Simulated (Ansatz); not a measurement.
Relaxation of CH4AlNO (8 atoms, charge 0, multiplicity 1), to a largest force component of 0.015 eV/Å in at most 40 steps.

Method: RKS PBE0/def2-SVP (Ansatz).

```xyz
8
Properties=species:S:1:pos:R:3
N 0.305 1.235 -0.874
C 0.340 0.401 0.062
O 1.230 0.581 1.078
Al -0.739 -1.184 0.078
H -0.422 1.167 -1.689
H 1.873 1.403 1.114
H -1.851 -1.419 -1.083
H -0.645 -2.241 1.258
```

Q: Where does it end, and by what steps?

A: The run converged. After 8 steps the energy has fallen by 0.580 eV; H6 moved furthest, 0.25 Å.

```
step  energy less start (eV)  largest force component (eV/Å)  accepted
   0                  0.0000                           2.852       yes
   1                 -0.4702                           1.030       yes
   2                 -0.5602                           0.337       yes
   3                 -0.5691                           0.362       yes
   4                 -0.5789                           0.102       yes
   5                 -0.5796                           0.097       yes
   6                 -0.5801                           0.030       yes
   7                 -0.5802                           0.024       yes
   8                 -0.5802                           0.006       yes
```

```xyz
8
Properties=species:S:1:pos:R:3
N 0.345 1.324 -0.844
C 0.368 0.421 0.056
O 1.236 0.557 1.078
Al -0.769 -1.217 0.119
H -0.348 1.116 -1.565
H 1.716 1.389 0.917
H -1.786 -1.353 -1.094
H -0.669 -2.294 1.277
```

Whether the end is a true minimum wasn't checked by a vibrational analysis.

Time of the run: 31 s on 1 CPU thread of a shared host.
